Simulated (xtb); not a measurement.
H4O4Ti, charge +1, doublet, at a GFN2-xTB geometry (such geometries of metal compounds can be far from the true shape) (the multiplicity is a formal guess). Base run: xtb with GFN0-xTB.

xtb was given this input:
```
$ xtb mol.xyz --gfn 0 --chrg 1 --uhf 1 --json

# file mol.xyz
9

Ti    -0.00000000     0.00000000    -0.00000000
O      1.43074308    -0.32876389    -0.89434576
H      2.23426518    -0.51340154    -1.39662084
O      0.41940695     0.47142343     1.59900705
H      0.65495081     0.73618036     2.49702818
O     -0.87263985     1.27020904    -0.76159995
H     -1.36272462     1.98357334    -1.18932341
O     -0.97751018    -1.41286858     0.05693866
H     -1.52649136    -2.20635216     0.08891607
```

Each row names what was changed in the base input (with any setting that the change needs).

```csv
change,ΔE vs base (kJ/mol)
base,0.00
file = coord,0.00
etemp = 1000,-11.51
etemp = 10,4.60
acc = 0.0001,0.00
```
